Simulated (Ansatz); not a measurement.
Two structures of Si4H12ClOF, closed shell, reached by relaxing down either side of one saddle point (PBE0-D4/def2-TZVP). Energies are electronic, without zero-point energy. Ansatz 0.2.0; basis: def2-TZVPP and def2-QZVPP; cores frozen in the correlated methods. Extrapolation: Hartree–Fock as exp(−7.88 √X), correlation as X^−2.97. First:

Si1  (-0.455, 0.463, 1.071)
Si2  (1.846, 0.888, 1.112)
Si3  (-1.673, 1.969, -0.248)
Si4  (-0.908, -1.781, 0.573)
Cl5  (-1.056, 0.736, 3.062)
H6  (0.934, -0.463, -1.982)
O7  (0.127, 0.011, -1.744)
H8  (1.449, -2.380, -0.973)
F9  (1.984, -2.109, -1.689)
H10  (2.478, -0.020, 2.107)
H11  (2.477, 0.662, -0.214)
H12  (2.072, 2.296, 1.530)
H13  (-2.451, 1.243, -1.289)
H14  (-0.760, 2.934, -0.912)
H15  (-2.627, 2.716, 0.614)
H16  (0.364, -2.511, 0.244)
H17  (-1.824, -1.965, -0.582)
H18  (-1.463, -2.498, 1.751)
H19  (-0.513, -0.190, -2.431)
(Å)

Second:

```
atom    x (Å)    y (Å)    z (Å)
 Si1  -0.6972  -0.3684   0.9845
 Si2   3.1157   1.1900   0.0604
 Si3  -1.5399   1.5808  -0.0015
 Si4  -1.8514  -2.3331   0.4595
 Cl5  -0.9484  -0.1908   3.0581
  H6   0.7741  -0.1588  -1.8384
  O7  -0.1638  -0.3683  -1.7619
  H8   0.7709  -0.5306   0.8196
  F9   2.5230   0.5463  -1.2981
 H10   3.4707   0.0777   0.9683
 H11   4.3142   1.9692  -0.3255
 H12   2.0759   2.0628   0.6458
 H13  -2.6061   1.2401  -0.9776
 H14  -0.4599   2.3368  -0.6886
 H15  -2.1236   2.4511   1.0558
 H16  -1.3182  -3.4651   1.2639
 H17  -1.7425  -2.6928  -0.9824
 H18  -3.2909  -2.1504   0.7850
 H19  -0.3024  -1.1966  -2.2267
```

(1) Which bonds change from the first to the second?

(2) Give the saddle point's structure and its height above each. (An estimate is asked for; the value comes from the calculation.)

The search had been set up for a ligand exchange through a proton shuttle (forming Si1–O7, H6–F9, Si2–H8, breaking Si1–Si2, H6–O7, H8–F9); from that guess it ended on this step instead.

T1 diagnostic: at most 0.014.

Results:

(1) Si₄H₉Cl ([SiH3][Si]([SiH3])([SiH3])[Cl]) + H₂O + HF → Si₃H₇Cl ([SiH3][SiH]([SiH3])[Cl]) + SiH₃F ([F][SiH3]) + H₂O; bonds formed: Si1–H8, Si2–F9; bonds broken: Si1–Si2, H8–F9.

(2) By the calculation: 165.5 kJ/mol above the first and 278.8 kJ/mol above the second (CCSD(T) at an estimated basis limit (MP2 extrapolated from triple and quadruple zeta, plus CCSD(T) − MP2 in triple zeta)).
Si1  (-0.340, -0.047, 0.868)
Si2  (2.092, 0.759, 0.533)
Si3  (-1.380, 1.819, -0.084)
Si4  (-1.331, -2.129, 0.432)
Cl5  (-0.339, 0.052, 2.946)
H6  (0.882, -0.499, -1.953)
O7  (0.039, -0.031, -2.037)
H8  (1.153, -0.670, 0.174)
F9  (2.127, -1.023, -0.562)
H10  (3.167, 0.169, 1.354)
H11  (2.434, 1.419, -0.741)
H12  (1.499, 1.842, 1.386)
H13  (-2.408, 1.364, -1.054)
H14  (-0.379, 2.686, -0.750)
H15  (-2.046, 2.577, 1.009)
H16  (-0.541, -3.189, 1.107)
H17  (-1.407, -2.417, -1.023)
H18  (-2.707, -2.105, 0.995)
H19  (-0.516, -0.577, -2.599)
(Å)

Labels in which every atom is bracketed show which atoms are joined, not bond orders.

For scale, one of the runs: CCSD(T)/def2-TZVPP, 440 basis functions, launched by `ansatz run in.yaml --threads 5 --pin off --events-out ev --progress --plain --max-ram 66560MiB --backend cuda --devices 0, --max-vram 37GiB`. Hardware: 5 CPU threads of an AMD EPYC 7R13 and a share of one NVIDIA H100, shared host. Wall time 29 s; peak host memory 1 GiB.
